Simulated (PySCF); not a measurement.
C2H8AlCl2NSi (SMILES [CH3][Al]([CH3])[NH][SiH](Cl)Cl), singlet, at a GFN2-xTB geometry (such geometries of metal compounds can be far from the true shape), with bond 12-6 at 1.8 times its length; PySCF with CASSCF(4,4)/STO-3G.

Here is a job for PySCF.
```python
from pyscf import gto, scf, mcscf
import numpy

mol = gto.Mole()
mol.atom = '''
    Si    1.309916   -0.299159    0.210468
    Cl    0.099952    0.160718   -1.444518
    Cl    2.408801    1.315923    0.666380
    N    -0.005956   -0.665335    1.202868
    Al   -1.555971   -0.444495    0.109690
    C    -2.482284    1.277703    0.475915
    C    -2.184537   -2.188201   -0.614866
    H     2.205229   -1.337724   -0.272394
    H     0.135603   -0.925716    2.165677
    H    -3.138678    1.579994   -0.346367
    H    -1.801098    2.117693    0.655067
    H    -3.639465    1.160500    2.066675
    H    -2.800169   -2.063118   -1.510948
    H    -2.814726   -2.720116    0.104212
    H    -1.378391   -2.879490   -0.885467
'''
mol.basis = 'sto-3g'
mol.charge = 0
mol.spin = 0
mol.verbose = 4
mol.build()

mf = scf.RHF(mol)
mf.kernel()
mc = mcscf.CASSCF(mf, 4, 4)
mc.fix_spin_(ss=0.0)
mc.kernel()
occ = numpy.linalg.eigvalsh(mc.fcisolver.make_rdm1(mc.ci, mc.ncas, mc.nelecas))[::-1]
ss = mc.fcisolver.spin_square(mc.ci, mc.ncas, mc.nelecas)[0]
print('natural occupations', occ.round(4), ' <S^2>', round(ss, 4))
```

It wrote (shortened):

```
PySCF version 2.14.0

[INPUT] verbose = 4
[INPUT] num. atoms = 15
[INPUT] num. electrons = 88
[INPUT] charge = 0
[INPUT] spin (= nelec alpha-beta = 2S) = 0
[INPUT] symmetry False subgroup None
[INPUT] Mole.unit = angstrom
[INPUT] Symbol           X                Y                Z      unit          X                Y                Z       unit  Magmom
[INPUT]  1 Si     1.309916000000  -0.299159000000   0.210468000000 AA    2.475382486186  -0.565328577699   0.397726877985 Bohr   0.0
[INPUT]  2 Cl     0.099952000000   0.160718000000  -1.444518000000 AA    0.188881905603   0.303713003288  -2.729743402004 Bohr   0.0
[INPUT]  3 Cl     2.408801000000   1.315923000000   0.666380000000 AA    4.551974178578   2.486734071016   1.259275694888 Bohr   0.0
[INPUT]  4 N     -0.005956000000  -0.665335000000   1.202868000000 AA   -0.011255208798  -1.257300931087   2.273091084003 Bohr   0.0
[INPUT]  5 Al    -1.555971000000  -0.444495000000   0.109690000000 AA   -2.940359047766  -0.839973813739   0.207284058604 Bohr   0.0
[INPUT]  6 C     -2.482284000000   1.277703000000   0.475915000000 AA   -4.690836923390   2.414508738535   0.899349008572 Bohr   0.0
[INPUT]  7 C     -2.184537000000  -2.188201000000  -0.614866000000 AA   -4.128176638979  -4.135100595499  -1.161928343307 Bohr   0.0
[INPUT]  8 H      2.205229000000  -1.337724000000  -0.272394000000 AA    4.167278851948  -2.527931990258  -0.514750057975 Bohr   0.0
[INPUT]  9 H      0.135603000000  -0.925716000000   2.165677000000 AA    0.256252531669  -1.749349709128   4.092536404270 Bohr   0.0
[INPUT] 10 H     -3.138678000000   1.579994000000  -0.346367000000 AA   -5.931241813198   2.985755938456  -0.654538768587 Bohr   0.0
[INPUT] 11 H     -1.801098000000   2.117693000000   0.655067000000 AA   -3.403581943502   4.001859785909   1.237897223240 Bohr   0.0
[INPUT] 12 H     -3.639465000000   1.160500000000   2.066675000000 AA   -6.877592089940   2.193027167558   3.905449738485 Bohr   0.0
[INPUT] 13 H     -2.800169000000  -2.063118000000  -1.510948000000 AA   -5.291552512497  -3.898727982660  -2.855277908459 Bohr   0.0
[INPUT] 14 H     -2.814726000000  -2.720116000000   0.104212000000 AA   -5.319061255693  -5.140274267047   0.196932138893 Bohr   0.0
[INPUT] 15 H     -1.378391000000  -2.879490000000  -0.885467000000 AA   -2.604781482565  -5.441447478424  -1.673290122340 Bohr   0.0

nuclear repulsion = 622.138010334549
number of shells = 37
number of NR pGTOs = 177
number of NR cGTOs = 59
basis = sto-3g
ecp = {}

******** <class 'pyscf.scf.hf.RHF'> ********
method = RHF
initial guess = minao
damping factor = 0
level_shift factor = 0
DIIS = <class 'pyscf.scf.diis.CDIIS'>
diis_start_cycle = 1
diis_space = 8
diis_damp = 0
SCF conv_tol = 1e-09
SCF conv_tol_grad = None
SCF max_cycles = 50
direct_scf = True
direct_scf_tol = 1e-13
Set gradient conv threshold to 3.16228e-05
Initial guess from minao.
init E= -1566.70906750275
  HOMO = -0.281442936176743  LUMO = -0.0207686696149471  gap/eV = 7.09331
cycle= 1 E= -1566.87498928696  delta_E= -0.166  |g|= 0.526  |ddm|= 4.51
  HOMO = -0.193348496858441  LUMO = 0.239454117024488  gap/eV = 11.77716
cycle= 2 E= -1566.97612598433  delta_E= -0.101  |g|= 0.188  |ddm|=  1.1
  HOMO = -0.262196004132153  LUMO = 0.229807052089357  gap/eV = 13.38809
cycle= 3 E= -1566.98877581238  delta_E= -0.0126  |g|= 0.0382  |ddm|= 0.335
  HOMO = -0.260406332549322  LUMO = 0.234290170380502  gap/eV = 13.46138
cycle= 4 E= -1566.9896294029  delta_E= -0.000854  |g|= 0.00775  |ddm|= 0.0927
  HOMO = -0.261189955931439  LUMO = 0.234134909842012  gap/eV = 13.47848
cycle= 5 E= -1566.98967644718  delta_E= -4.7e-05  |g|= 0.00253  |ddm|= 0.0234
  HOMO = -0.260955102537979  LUMO = 0.234671908044991  gap/eV = 13.48670
cycle= 6 E= -1566.9896817931  delta_E= -5.35e-06  |g|= 0.0011  |ddm|= 0.00738
  HOMO = -0.261075480052622  LUMO = 0.234594969989538  gap/eV = 13.48788
cycle= 7 E= -1566.98968279823  delta_E= -1.01e-06  |g|= 0.00029  |ddm|= 0.00328
  HOMO = -0.261083820764256  LUMO = 0.234627475438054  gap/eV = 13.48899
cycle= 8 E= -1566.98968288656  delta_E= -8.83e-08  |g|= 8.9e-05  |ddm|= 0.000908
  HOMO = -0.261099245021254  LUMO = 0.234621404283858  gap/eV = 13.48925
cycle= 9 E= -1566.98968289612  delta_E= -9.56e-09  |g|= 2.43e-05  |ddm|= 0.0003
  HOMO = -0.261103315144005  LUMO = 0.234620494354067  gap/eV = 13.48933
cycle= 10 E= -1566.98968289687  delta_E= -7.53e-10  |g|= 4.45e-06  |ddm|= 9.77e-05
  HOMO = -0.261103551596151  LUMO = 0.234620618125155  gap/eV = 13.48934
Extra cycle  E= -1566.98968289689  delta_E= -2.36e-11  |g|= 1.94e-06  |ddm|= 1.16e-05
converged SCF energy = -1566.98968289689

******** <class 'pyscf.mcscf.mc1step.CASSCF'> ********
CAS (2e+2e, 4o), ncore = 42, nvir = 13
max_cycle_macro = 50
max_cycle_micro = 4
conv_tol = 1e-07
conv_tol_grad = None
orbital rotation max_stepsize = 0.02
orbital rotation threshold for CI restart = 0.01
augmented hessian ah_max_cycle = 30
augmented hessian ah_conv_tol = 1e-12
augmented hessian ah_linear dependence = 1e-14
augmented hessian ah_level shift = 1e-08
augmented hessian ah_start_tol = 2.5
augmented hessian ah_start_cycle = 3
augmented hessian ah_grad_trust_region = 3
kf_trust_region = 3
kf_interval = 4
ci_response_space = 4
ci_grad_trust_region = 3
with_dep4 0
natorb = False
canonicalization = True
sorting_mo_energy = False
ao2mo_level = 2
internal_rotation = False
******** <class 'pyscf.fci.addons.SpinPenaltyFCISolver'> ********
max. cycles = 50
conv_tol = 1e-08
davidson only = True
linear dependence = 1e-12
level shift = 0.001
max iter space = 12
nroots = 1
pspace_size = 400
spin = None
CASCI E = -1567.05684741988  S^2 = 0.0000000
Set conv_tol_grad to 0.000316228
macro iter   1 ( 21 JK    4 micro), CASSCF E = -1567.07526303886  dE = -1.84156190e-02  S^2 = 0.0000000
               |grad[o]|=0.0612  |grad[c]|=0.0304  |ddm|=0.0325  |maxRot[o]|=0.236
macro iter   2 ( 21 JK    4 micro), CASSCF E = -1567.07612530215  dE = -8.62263288e-04  S^2 = 0.0000000
               |grad[o]|=0.0157  |grad[c]|=0.00772  |ddm|=0.0507  |maxRot[o]|=0.265
macro iter   3 ( 21 JK    4 micro), CASSCF E = -1567.07919589439  dE = -3.07059224e-03  S^2 = 0.0000000
               |grad[o]|=0.00947  |grad[c]|=0.0118  |ddm|=0.0258  |maxRot[o]|=0.306
macro iter   4 ( 21 JK    4 micro), CASSCF E = -1567.08663953717  dE = -7.44364278e-03  S^2 = 0.0000000
               |grad[o]|=0.00794  |grad[c]|=0.0199  |ddm|=0.0107  |maxRot[o]|=0.241
macro iter   5 ( 21 JK    4 micro), CASSCF E = -1567.09143775059  dE = -4.79821341e-03  S^2 = 0.0000000
               |grad[o]|=0.0107  |grad[c]|=0.0255  |ddm|=0.0101  |maxRot[o]|=0.184
macro iter   6 ( 20 JK    4 micro), CASSCF E = -1567.09168830273  dE = -2.50552143e-04  S^2 = 0.0000000
               |grad[o]|=0.00601  |grad[c]|=0.00447  |ddm|=0.00443  |maxRot[o]|=0.0244
macro iter   7 ( 20 JK    4 micro), CASSCF E = -1567.09181967035  dE = -1.31367617e-04  S^2 = 0.0000000
               |grad[o]|=0.00428  |grad[c]|=0.00405  |ddm|=0.00223  |maxRot[o]|= 0.02
macro iter   8 ( 21 JK    4 micro), CASSCF E = -1567.09173424089  dE =  8.54294594e-05  S^2 = 0.0000000
               |grad[o]|=0.00383  |grad[c]|=0.00415  |ddm|=0.00185  |maxRot[o]|=0.0119
macro iter   9 ( 19 JK    4 micro), CASSCF E = -1567.09223028073  dE = -4.96039844e-04  S^2 = 0.0000000
               |grad[o]|=0.00415  |grad[c]|=0.00101  |ddm|=0.00122  |maxRot[o]|=0.0599
macro iter  10 ( 11 JK    4 micro), CASSCF E = -1567.09230817732  dE = -7.78965925e-05  S^2 = 0.0000000
               |grad[o]|=0.00177  |grad[c]|=0.000989  |ddm|=0.000496  |maxRot[o]|=0.0219
macro iter  11 (  7 JK    2 micro), CASSCF E = -1567.09233412649  dE = -2.59491683e-05  S^2 = 0.0000000
               |grad[o]|=0.000925  |grad[c]|=0.000253  |ddm|=0.000147  |maxRot[o]|=0.0144
macro iter  12 (  6 JK    2 micro), CASSCF E = -1567.09233562791  dE = -1.50141750e-06  S^2 = 0.0000000
               |grad[o]|=0.000224  |grad[c]|=2.51e-05  |ddm|=2.08e-05  |maxRot[o]|=0.0035
macro iter  13 (  3 JK    1 micro), CASSCF E = -1567.09233563668  dE = -8.77503226e-09  S^2 = 0.0000000
               |grad[o]|=3.02e-05  |grad[c]|=6.38e-06  |ddm|=1.21e-05  |maxRot[o]|=0.000226
1-step CASSCF converged in  13 macro (212 JK  45 micro) steps
CASSCF canonicalization
Density matrix diagonal elements [1.94865175 1.75216161 0.2742715  0.02491515]
CASSCF energy = -1567.09233563668
CASCI E = -1567.09233563668  E(CI) = -3.97215031069481  S^2 = 0.0000000
natural occupations [1.9754 1.727  0.2732 0.0244]  <S^2> 0.0
```
